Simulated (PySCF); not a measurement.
dimethylboranyl formate (C3H7BO2), SMILES CB(OC=O)C.

The structure is a stationary point at B3LYP-D3(BJ)/def2-SVP. Other conformers were not sampled.

These are B3LYP/def2-TZVP (PySCF) values and carry that method's errors.

- total energy: -294.02443 hartree
- highest occupied level: -8.05 eV
- lowest empty level: -1.16 eV
- orbital gap: 6.89 eV
- dipole moment: 1.68 D
- quadrupole, principal values (traceless, Buckingham form, about the centre of nuclear charge): -8.15, 2.05, 6.10 D·Å
- mean static polarisability: 56.3 bohr³ (8.35 Å³)
- polarisability, principal values: 43.5, 58.2, 67.3 bohr³
